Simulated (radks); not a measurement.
Species: W2+. Configuration: [Xe] 4f14 5d4 (the NIST ground configuration).

Calculated with a radial shooting solver on a logarithmic mesh with Libxc functionals: Dirac Kohn-Sham, Slater X-alpha with alpha = 1.008, spin-unpolarised, spherical densities, finite nucleus; open shells are shared between the two j in proportion to 2j + 1; Fermi nuclear charge, rms radius 5.3658 fm.

Energy parts (eV):
| part | energy |
|---|---|
| total | -443644.61 |
| kinetic | 499654.53 |
| electron-nucleus | -1103939.73 |
| Hartree | 173422.09 |
| exchange | -12781.51 |

Orbitals (lengths in bohr, moments of r in powers of bohr; r(max) is where P^2 peaks):
orbital	occ.	eigenvalue (eV)	<r>	r(max)	<1/r>	<r^4>	small-component weight
1s1/2	2	-69715.08	0.01832	0.01144	87.14	5.787e-07	7.80e-02
2s1/2	2	-12097.22	0.07672	0.06571	21.25	0.00008603	1.77e-02
2p1/2	2	-11594.09	0.06339	0.04877	21.24	0.00005156	1.78e-02
2p3/2	4	-10225.39	0.07134	0.05561	17.83	0.00007520	1.61e-02
3s1/2	2	-2815.074	0.1996	0.1848	7.818	0.003158	5.86e-03
3p1/2	2	-2586.517	0.1894	0.1728	7.743	0.002772	5.82e-03
3p3/2	4	-2289.070	0.2041	0.1868	6.858	0.003666	5.32e-03
3d3/2	4	-1898.929	0.1783	0.1460	6.759	0.002471	5.21e-03
3d5/2	6	-1833.765	0.1829	0.1499	6.549	0.002692	5.07e-03
4s1/2	2	-602.3006	0.4466	0.4188	3.291	0.07369	1.94e-03
4p1/2	2	-506.1957	0.4508	0.4179	3.186	0.07993	1.85e-03
4p3/2	4	-436.8804	0.4838	0.4473	2.878	0.1056	1.66e-03
4d3/2	4	-277.2580	0.4986	0.4429	2.670	0.1336	1.47e-03
4d5/2	6	-264.3360	0.5098	0.4522	2.596	0.1459	1.42e-03
4f5/2	6	-62.5344	0.5815	0.4190	2.159	0.4009	1.03e-03
4f7/2	8	-60.1192	0.5902	0.4238	2.128	0.4287	1.01e-03
5s1/2	2	-102.1365	1.051	0.9515	1.287	2.256	4.44e-04
5p1/2	2	-72.9755	1.150	1.017	1.162	3.399	3.70e-04
5p3/2	4	-62.5043	1.248	1.098	1.053	4.726	3.17e-04
5d3/2	1.6	-24.3433	1.714	1.387	0.7542	20.10	1.66e-04
5d5/2	2.4	-23.3431	1.763	1.426	0.7313	22.47	1.57e-04

The highest occupied level is 5d5/2 at -23.343 eV. The electron density at the nucleus is 1.427e+06 e/bohr^3.
